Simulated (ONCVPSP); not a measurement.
# Pseudopotential generation for lanthanum (La): ONCV, PBEsol, scalar-relativistic.

```
Element                 : La
Generator               : ONCVPSP 4.0.1
Type                    : optimised norm-conserving Vanderbilt (ONCV)
Functional              : PBEsol
Relativity              : scalar-relativistic
Frozen core             : [Kr] 4d10
Valence charge          : 11
Reference configuration : 5s2 5p6 5d1 6s0.5 (charge +1.5)
Partial waves           : 5s+6s: rc 2.50 bohr, ncon 3, nbas 6, qcut 6 1/bohr, 2 projectors; 5p: rc 2.90 bohr, ncon 4, nbas 8, qcut 4.3 1/bohr, 2 projectors, debl 0.7 Ha; 5d: rc 3.95 bohr, ncon 5, nbas 10, qcut 4.5 1/bohr, 3 projectors, debl 3.3 Ha; f scattering state at 0.35 Ha: rc 4.25 bohr, ncon 5, nbas 9, qcut 2.9 1/bohr, 2 projectors, debl 2.5 Ha
Local potential         : polynomial inside 2.25 bohr (lpopt 5, dvloc0 0 Ha)
Core correction         : Teter function, fcfact 5.75, rcfact 1.4
```

In the p channel the program set the typed energies aside and used -1.157, 0.050 Ha. In the f channel the program set the typed energies aside and used -0.497, 2.003 Ha.

All-electron outer shells of the reference configuration (PBEsol, scalar-relativistic, ld1.x):

```json
{"shell": "5s", "level (eV)": "-48.06", "outermost node (bohr)": "0.77", "outermost maximum (bohr)": "1.41"}
{"shell": "5p", "level (eV)": "-31.47", "outermost node (bohr)": "0.83", "outermost maximum (bohr)": "1.58"}
{"shell": "5d", "level (eV)": "-11.51", "outermost node (bohr)": "0.95", "outermost maximum (bohr)": "2.16"}
{"shell": "6s", "level (eV)": "-10.83", "outermost node (bohr)": "1.84", "outermost maximum (bohr)": "3.51"}
```

Q: Estimate the cutoffs (Ha) at which the residual kinetic energy of the hardest occupied pseudo-wave falls to 1 and 0.1 mHa per electron.

A: 9.8 Ha and 12 Ha.

Q: What does a ghost test show?

A: No bound ghost flagged; GHOST(+) flagged for s at 170.0 eV.

Q: Tests: 5s2 5p6 5d1 6s2; 5s2 5p6 5d1 6s1; 5s2 5p6 5d1 6s0; 5s1 5p6 5d1 6s2. Which has the largest error in its energy relative to the reference configuration, and how large is it?

A: 5s1 5p6 5d1 6s2, with -45 meV (all-electron minus pseudo) on +33.25 eV.
